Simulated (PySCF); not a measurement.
C3H5FOSi, SMILES C#C[Si@H](F)CO.

Geometry optimised at ωB97X-D3(BJ)/def2-SVP. The structure was generated by enumeration; whether it is a known compound was not checked. Other conformers were not sampled.

The numbers are results of PySCF with PBE0/def2-TZVP, not measurements.

```yaml
total_energy: -581.56982 hartree
highest_occupied_level: -7.76 eV
lowest_empty_level: -0.84 eV
orbital_gap: 6.92 eV
dipole_moment: 1.73 D
quadrupole, principal values (traceless, Buckingham form, about the centre of nuclear charge): -13.31, -0.18, 13.49 D·Å
mean_static_polarisability: 60.2 bohr³ (8.91 Å³)
polarisability_principal_values: 47.8, 54.5, 78.2 bohr³
```
